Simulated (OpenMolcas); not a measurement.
V3+ among 6 point charges of -2 e arranged as an octahedron (Oh), 2.14 Å from the ion.
```
   2.1400    0.0000    0.0000  -2.00
   0.0000    2.1400    0.0000  -2.00
  -2.1400    0.0000    0.0000  -2.00
   0.0000   -2.1400    0.0000  -2.00
   0.0000    0.0000    2.1400  -2.00
   0.0000    0.0000   -2.1400  -2.00
```

```json
{
 "Program": "OpenMolcas 26.06",
 "Method": "CASSCF",
 "Basis": "ANO-RCC-VTZP [6s5p3d2f1g]",
 "Scalar Hamiltonian": "DKH2, point nucleus",
 "Active space": "2 electrons in 5 orbitals (3d)",
 "State averaging": "2S+1 = 3 even, 10 roots; 2S+1 = 1 even, 15 roots",
 "Spin-orbit coupling": "state interaction with AMFI integrals over the reference wave functions"
}
```

Task: What is the spin-free ground state (labels of O, the rotations of Oh)?

Result: 3T1, 3-fold in its orbital part, 99 % from free-ion F terms; it has the highest spin that d2 allows.

Task: Where is the first state of the same spin?

Result: 3T2 at 3290 cm-1 above the ground state.

Task: What are the lowest two levels with spin-orbit coupling?

Result: A 2-fold level E, then a 3-fold level T2 24.8 cm-1 above it. Their leading multiplicities are 3 (100 %) and 3 (100 %).

Task: What is χT at 300 K, and how does it compare with the textbook value?

Result: The lowest level has 2S+1 = 3, for which the spin-only value is χT = S(S+1) / 2 = 1.000 cm3 K/mol (g = 2). The computed 0.882 at 300 K differs by -0.118, through orbital momentum, spin-orbit coupling and any other state in reach. With a threefold ground state the orbital momentum is unquenched, so the spin-only value is not expected to hold.

Task: Which ligand-field parameters describe the states?

Result: A least-squares ligand-field fit to the states below 45000 cm-1, each weighted by its degeneracy and with a free common offset, gives 10Dq = 4056 cm-1, B = 1082 cm-1 and C = 4010 cm-1 (C/B = 3.71), with an rms deviation of 68 cm-1. 

An orbital triplet at a regular site is open to Jahn-Teller coupling, which can distort the site and quench the lowest spin-orbit gaps and is left out. Without dynamic correlation the repulsion within the d shell is too large (B by tens of per cent), so at a given field states of lower spin stand too high. This field is weak: 10Dq is about 4056 cm-1, while octahedral complexes of 3d ions of charge 3 and more, computed by the same method with explicit ligands, had a median near 15000 cm-1. Ground spin and moment need not be those of a real site. Point charges carry no covalency, so the field is a model and not that of real ligands. No measured value stands beside these numbers.
